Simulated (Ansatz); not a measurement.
A nudged elastic band was laid between two geometries of Cl$_{2}$H$_{4}$O$_{3}$W (10 atoms, charge 0, multiplicity 1).

The calculation used RKS PBE/def2-SVP in Ansatz.

```yaml
movable_images: 5
climbing_image: yes
spring: 5.0 eV/Å²
optimiser: quadratic models (default)
start_path: through a guess of the saddle point
force_threshold: 0.05 eV/Å
iteration_limit: 60
end_points: relaxed
```

First end point:

```xyz
10
Properties=species:S:1:pos:R:3
W 0.274 0.098 -0.083
Cl 1.042 0.368 2.106
H 1.966 0.356 -0.159
O -0.436 1.822 -0.231
H -1.315 2.010 0.170
Cl -2.085 -0.139 0.883
O 0.043 -1.753 0.059
H -0.768 -2.095 0.501
O 0.646 -0.009 -1.924
H 1.461 0.134 -2.436
```

Last end point:

```xyz
10
Properties=species:S:1:pos:R:3
W -0.500 0.020 -0.400
Cl 1.816 -0.401 2.101
H 0.830 0.146 1.087
O -0.188 1.857 -0.039
H -0.694 2.427 -0.673
Cl -2.632 -0.125 0.399
O 0.169 -1.651 0.060
H 0.829 -1.714 0.825
O 0.107 0.076 -2.190
H 1.088 0.156 -2.285
```

Question: Which bonds break or form, and what moves?

Answer: Bonds broken: W1–Cl2. Bonds formed: Cl2–H3.

Question: Give the energies along the band, and the barrier.

Answer: The forces met the threshold. The highest image is number 5 of 0 to 6, 121.8 kJ/mol above the first end and 8.1 kJ/mol above the last; the last end lies 113.7 kJ/mol above the first. The profile has 2 maxima (images 1, 5) with wells between them (image 2): this band takes more than one step, which may be the mechanism or a detour left from its start path. A vibrational analysis at the climbing image gives 2 clearly imaginary modes (90i, 51i cm⁻¹): a point of higher order, so a lower path passes nearby. The orbitals stay closed-shell, which can raise the energy where a bond breaks towards radicals; this wasn't checked here.

```json
{"image": "0", "path coordinate (Å)": "0.00", "energy (kJ/mol)": "0.0", "W1–Cl2 (Å)": "2.34", "Cl2–H3 (Å)": "2.45"}
{"image": "1", "path coordinate (Å)": "1.65", "energy (kJ/mol)": "9.5", "W1–Cl2 (Å)": "2.37", "Cl2–H3 (Å)": "2.56"}
{"image": "2", "path coordinate (Å)": "3.30", "energy (kJ/mol)": "7.1", "W1–Cl2 (Å)": "2.39", "Cl2–H3 (Å)": "2.63"}
{"image": "3", "path coordinate (Å)": "4.95", "energy (kJ/mol)": "21.1", "W1–Cl2 (Å)": "2.34", "Cl2–H3 (Å)": "2.67"}
{"image": "4", "path coordinate (Å)": "6.59", "energy (kJ/mol)": "34.8", "W1–Cl2 (Å)": "2.43", "Cl2–H3 (Å)": "2.34"}
{"image": "5", "path coordinate (Å)": "8.24", "energy (kJ/mol)": "121.8", "W1–Cl2 (Å)": "3.20", "Cl2–H3 (Å)": "1.84"}
{"image": "6", "path coordinate (Å)": "9.53", "energy (kJ/mol)": "113.7", "W1–Cl2 (Å)": "3.43", "Cl2–H3 (Å)": "1.52"}
```

Question: What is the geometry of the highest image?

Answer: 
```xyz
10
Properties=species:S:1:pos:R:3:forces:R:3
W -0.278 0.037 -0.318 0.00 -0.01 0.02
Cl 1.018 -0.622 2.534 0.00 -0.01 -0.03
H 0.952 0.237 0.909 -0.01 0.00 0.00
O 0.077 1.904 -0.141 0.00 0.00 0.00
H -0.544 2.460 -0.669 0.00 0.00 0.00
Cl -2.375 -0.124 0.559 0.01 0.00 0.00
O 0.516 -1.613 -0.052 -0.01 0.01 0.00
H 0.939 -1.667 0.899 0.01 0.00 0.02
O -0.181 0.044 -2.206 0.01 0.00 0.00
H 0.703 0.136 -2.628 0.00 0.00 0.00
```

The band took 31 iterations and about 14 core-minutes.

Run time: 4.1 min on 4 threads of Intel(R) Xeon(R) Platinum 8375C CPU @ 2.90GHz (Ice Lake), with other jobs on the host, peak memory 0.21 GiB.
